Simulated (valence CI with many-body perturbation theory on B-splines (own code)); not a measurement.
# Sensitivity of CI+MBPT for In16+

Computed by relativistic CI+MBPT: five valence electrons over a frozen Dirac-Fock core [Ar] 3d10, a basis of 6 s, 6 p, 5 d, 3 f, 1 g functions for each j, with the one-electron correlation potential Σ1 (screened to all orders), the two-electron term Σ2, the three-electron term Σ3, Breit, model QED; selected single and double excitations, second order for the rest, scaled by the run's own slope (own B-spline code, finite nucleus).

No measured spectrum was set against this ion. As an estimate, levels hold to about 250 cm⁻¹ or 0.2 % of their energy and the worst to 1 %, as in measured heavy ions of charge 2 to 7; those with d or f electrons hold less well. Among the levels kept, up to 870 cm⁻¹ of a level comes from second order outside the variational space, and about a tenth of that is noise between levels of different J, which matters for small intervals.

The reference run has the lowest level 4s2 4p3 4S°_3/2 and an ionisation energy of 426.472 eV. Its largest variational space holds 9998 state functions.

Names give the largest LS component (configuration and term), which can be under half, so a name can repeat, a term be missing and a line seem to break the LS rules; names also repeat where a configuration has a term twice. Letters in brackets count levels of one name in rising energy.

Changed runs:
A. size limit of the variational space 10000 → 3000; second order for the rest on → off
B. natural orbitals for correlation on → off
C. size limit of the variational space 10000 → 1500; second order for the rest on → off
D. Davidson tolerance 2e-05 → 0.03 (bad on purpose)

Excitation energies of the reference run in cm⁻¹, and shifts in cm⁻¹:

```csv
Level,Reference,A,B,C,D
4s2 4p3 2D°_3/2,58040,+22,+82,+31,-0.8
4s2 4p3 2D°_5/2,77150,+326,+328,+565,-15
4s2 4p3 2P°_1/2,104934,-360,+670,-393,-0.3
4s2 4p3 2P°_3/2,160271,+73,+474,+148,-3.2
4s 4p4 4P_5/2,374110,+752,-351,+566,+11
4s 4p4 4P_3/2,414235,+589,-300,+529,+11
4s 4p4 4P_1/2,419778,-105,-123,-120,+10
4s 4p4 2D_3/2,464334,+839,+65,+864,+11
4s 4p4 2D_5/2,482881,+1054,+119,+1003,+11
4s 4p4 2S_1/2 [a],521505,+176,+539,+385,+11
4s 4p4 2P_3/2,530261,+1173,+269,+1347,+11
4s2 4p2 4d 4F_3/2,554018,+1734,+345,+2068,-125
Ionisation energy (eV),426.472,-0.096,-0.101,-0.185,+0.0013
```
